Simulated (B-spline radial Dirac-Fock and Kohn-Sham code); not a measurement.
## Total and shell-resolved photoionisation of C⁵⁺

System: carbon as C⁵⁺ in the configuration 1s1.

Model: relativistic photoionisation of the one electron in the potential of the finite nucleus, all multipoles. Program: a B-spline atomic structure program.

Computed thresholds (eV): K 490.0.

```
photon energy (eV)  total (b)  K (%)
               509     158000  100.0
               514     153900  100.0
               600     101400  100.0
              2000       3214  100.0
              5130      178.6  100.0
            5414.7      150.8  100.0
              6000      109.1  100.0
            8047.8      42.86  100.0
             33000     0.4286  100.0
             55700    0.07509  100.0
             68700    0.03730  100.0
             77700    0.02474  100.0
            100000    0.01068  100.0
            150000   0.002801  100.0
```

Question: With what power of the photon energy does the total fall between 100000 and 150000 eV?

Answer: As E^-3.30. The non-relativistic Born limit for an s electron far above threshold is E^-3.5; near threshold and at relativistic energies the fall is slower.
